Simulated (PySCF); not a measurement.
## Working out the ionisation energy of Hg⁺

Hg⁺ [Xe] 4f14 5d10 6s1 (2S) → Hg²⁺ [Xe] 4f14 5d10 (1S). All numbers are calculated (PySCF 2.14, a scalar-relativistic core potential, in aug-cc-pVTZ-PP with ECP60MDF (6s6p5d3f2g, 88 functions)). Frozen: 5s2 5p6. Energies in hartree (1 hartree = 27.21139 eV):

```tsv
part	Hg⁺ (lower)	Hg²⁺ (upper)
UHF	-152.228237	-151.599410
MP2 opposite-spin	-0.252850	-0.218043
MP2 same-spin	-0.137542	-0.115091
```

**Question.** What does Hartree-Fock give?

**Answer.** (-151.599410) − (-152.228237) = 0.628827 hartree = 17.111 eV.

**Question.** What do MP2 and SCS-MP2 (6/5 opposite-spin, 1/3 same-spin) give?

**Answer.** The opposite-spin parts differ by 0.947 eV and the same-spin parts by 0.611 eV. MP2: 17.111 + (0.947) + (0.611) = 18.669 eV. SCS-MP2: 17.111 + 1.2 × (0.947) + (0.611)/3 = 18.451 eV.

Measured between the centres of the two terms (NIST): 18.757 eV, so MP2 (valence) is off by -0.088 eV.

What remains against the reference includes basis incompleteness, the frozen core and correlation beyond second order.
